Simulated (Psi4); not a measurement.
Cl$_{3}$SW, charge +1, singlet, geometry from GFN2-xTB (such geometries of metal compounds can be far from the true shape) (the multiplicity is a formal guess) (core potentials on W); SVWN/def2-SVP run with Psi4.

Psi4 was given this input:
```
memory 2 GB

molecule {
1 1
  W    -0.00670039    0.00326681    0.00449936
  S     1.65251669   -0.80569397   -1.10967662
  Cl    0.74241801    0.71626824    1.86480396
  Cl   -0.84889867    1.58893945   -1.13857849
  Cl   -1.41966276   -1.56112773    0.29859061
}

set basis def2-svp
set dft_radial_points 50

energy('svwn')
print_variables()
```

What the program printed (banner, timings and long lists left out):

```
   => Loading Basis Set <=

    Name: DEF2-SVP
    Role: ORBITAL
    Keyword: BASIS

    !!!  WARNING: ECP capability is in beta. Please check occupations closely.  !!!

         ---------------------------------------------------------
                                   SCF
               by Justin Turney, Rob Parrish, Andy Simmonett
                          and Daniel G. A. Smith
                              RKS Reference
         ---------------------------------------------------------

  ==> Geometry <==

    Molecular point group: c1
    Full point group: C1

    Geometry (in Angstrom), charge = 1, multiplicity = 1:

       Center              X                  Y                   Z               Mass
    ------------   -----------------  -----------------  -----------------  -----------------
         W           -0.001197012527     0.000583608703     0.000803802420   183.950930920000
         S            1.658020067473    -0.808377171297    -1.113372177580    31.972071174400
         CL           0.747921387473     0.713585038703     1.861108402420    34.968852682000
         CL          -0.843395292527     1.586256248703    -1.142274047580    34.968852682000
         CL          -1.414159382527    -1.563810931297     0.294895052420    34.968852682000

  Running in c1 symmetry.

  Rotational constants: A =      0.04126  B =      0.04126  C =      0.03915 [cm^-1]
  Rotational constants: A =   1236.91047  B =   1236.91047  C =   1173.63048 [MHz]
  Nuclear repulsion =  487.928230255283665

  Charge       = 1
  Multiplicity = 1
  Electrons    = 80
  Nalpha       = 40
  Nbeta        = 40

  ==> Algorithm <==

  SCF Algorithm Type is DF.
  DIIS enabled.
  MOM disabled.
  Fractional occupation disabled.
  Guess Type is SAD.
  Energy threshold   = 1.00e-06
  Density threshold  = 1.00e-06
  Integral threshold = 1.00e-12

  ==> Primary Basis <==

  Basis Set: DEF2-SVP
    Blend: DEF2-SVP
    Number of shells: 44
    Number of basis functions: 104
    Number of Cartesian functions: 113
    Spherical Harmonics?: true
    Max angular momentum: 3

  Core potential: DEF2-SVP
    Number of shells: 4
    Number of ECP primitives: 10
    Number of ECP core electrons: 60
    Max angular momentum: 3

  ==> DFT Potential <==

   => LibXC <=

    Version 7.1.2
    S. Lehtola, C. Steigemann, M. J. T. Oliveira, and M. A. L. Marques,  SoftwareX 7, 1–5 (2018) (10.1016/j.softx.2017.11.002)

   => Composite Functional: SVWN <=

    Slater exchange
    Vosko, Wilk & Nusair (VWN5_RPA)
    P. A. M. Dirac,  Math. Proc. Cambridge Philos. Soc. 26, 376 (1930) (10.1017/S0305004100016108)
    F. Bloch,  Z. Phys. 57, 545 (1929) (10.1007/BF01340281)
    S. H. Vosko, L. Wilk, and M. Nusair,  Can. J. Phys. 58, 1200 (1980) (10.1139/p80-159)

    Deriv               =              1
    GGA                 =          FALSE
    Meta                =          FALSE

    Exchange Hybrid     =          FALSE
    MP2 Hybrid          =          FALSE

   => Exchange Functionals <=

    1.0000         XC_LDA_X

   => Correlation Functionals <=

    1.0000   XC_LDA_C_VWN_RPA

   => LibXC Density Thresholds  <==

    XC_LDA_C_VWN_RPA:  1.00E-15
    XC_LDA_X:  1.00E-15

   => Molecular Quadrature <=

    Radial Scheme          =       TREUTLER
    Pruning Scheme         =           NONE
    Nuclear Scheme         =       TREUTLER

    Blocking Scheme        =         OCTREE
    BS radius alpha        =              1
    Pruning alpha          =              1
    Radial Points          =             50
    Spherical Points       =            302
    Total Points           =          73027
    Total Blocks           =            642
    Max Points             =            255
    Max Functions          =             96
    Weights Tolerance      =       1.00E-15

   => Loading Basis Set <=

    Name: (DEF2-SVP AUX)
    Role: JKFIT
    Keyword: DF_BASIS_SCF

  ==> Integral Setup <==

  SCF_SUBTYPE=INCORE selected. In-core MEM_DF algorithm will be used.
[...]
    Algorithm:                 Core
    Schwarz Cutoff:           1E-12
    Mask sparsity (%):       3.9016
    Fitting Condition:        1E-10

   => Auxiliary Basis Set <=

  Basis Set: (DEF2-SVP AUX)
    Blend: DEF2-UNIVERSAL-JKFIT
    Number of shells: 197
    Number of basis functions: 739
    Number of Cartesian functions: 961
    Spherical Harmonics?: true
    Max angular momentum: 6

  Minimum eigenvalue in the overlap matrix is 7.5127043552E-03.
  Reciprocal condition number of the overlap matrix is 1.8062730257E-03.
    Using symmetric orthogonalization.

  ==> Pre-Iterations <==

  SCF Guess: Superposition of Atomic Densities via on-the-fly atomic UHF (no occupation information).

   -------------------------
    Irrep   Nso     Nmo
   -------------------------
     A        104     104
   -------------------------
    Total     104     104
   -------------------------

  ==> Iterations <==

                           Total Energy        Delta E     RMS |[F,P]|

   @DF-RKS iter SAD: -1841.02373051710720   -1.84102e+03   0.00000e+00
   @DF-RKS iter   1: -1840.42379552454372    5.99935e-01   9.12658e-03 DIIS/ADIIS
   @DF-RKS iter   2: -1832.96231031792627    7.46149e+00   3.12318e-02 DIIS/ADIIS
   @DF-RKS iter   3: -1840.74733916926425   -7.78503e+00   6.21318e-03 DIIS/ADIIS
   @DF-RKS iter   4: -1840.92551037400926   -1.78171e-01   2.19899e-03 DIIS/ADIIS
   @DF-RKS iter   5: -1840.94036557957270   -1.48552e-02   1.44340e-03 DIIS/ADIIS
   @DF-RKS iter   6: -1840.94318265277366   -2.81707e-03   1.09839e-03 DIIS/ADIIS
   @DF-RKS iter   7: -1840.94938662038862   -6.20397e-03   5.36365e-04 DIIS/ADIIS
   @DF-RKS iter   8: -1840.95150417362970   -2.11755e-03   8.73891e-05 DIIS
   @DF-RKS iter   9: -1840.95155100511352   -4.68315e-05   2.83744e-05 DIIS
   @DF-RKS iter  10: -1840.95155557357543   -4.56846e-06   5.62382e-06 DIIS
   @DF-RKS iter  11: -1840.95155576503248   -1.91457e-07   9.21390e-07 DIIS
  Energy and wave function converged.

  ==> Post-Iterations <==

   Electrons on quadrature grid:
      Ntotal   =   80.0000078647 ; deviation = 7.865e-06

    Orbital Energies [Eh]
    ---------------------

    Doubly Occupied:

[...]
      40A     -0.487891

    Virtual:

[...]
     104A    575.647972

    Final Occupation by Irrep:
              A
    DOCC [    40 ]
    NA   [    40 ]
    NB   [    40 ]

  @DF-RKS Final Energy: -1840.95155576503248

   => Energetics <=

    Nuclear Repulsion Energy =            487.9282302552836654
    One-Electron Energy =               -3523.4552664562124846
    Two-Electron Energy =                1307.9845709561600415
    DFT Exchange-Correlation Energy =    -113.4090905202638027
    Empirical Dispersion Energy =           0.0000000000000000
    VV10 Nonlocal Energy =                  0.0000000000000000
    Total Energy =                      -1840.9515557650324808

Computation Completed

Properties will be evaluated at   0.000000,   0.000000,   0.000000 [a0]

Properties computed using the SCF density matrix

 Multipole Moments:

 ------------------------------------------------------------------------------------
     Multipole            Electronic (a.u.)      Nuclear  (a.u.)        Total (a.u.)
 ------------------------------------------------------------------------------------

 L = 1.  Multiply by 2.5417464519 to convert [e a0] to [Debye]
 Dipole X            :         -1.7611499            1.6021042           -0.1590457
 Dipole Y            :          0.8584399           -0.7811148            0.0773251
 Dipole Z            :          1.1826793           -1.0758243            0.1068551
 Magnitude           :                                                    0.2066222

 ------------------------------------------------------------------------------------

  Variable Map:
  ----------------------------------------------------------------------------
[...]
  Array Variable Map:
  ----------------------------------------------------------------------------
[...]
[...]
```
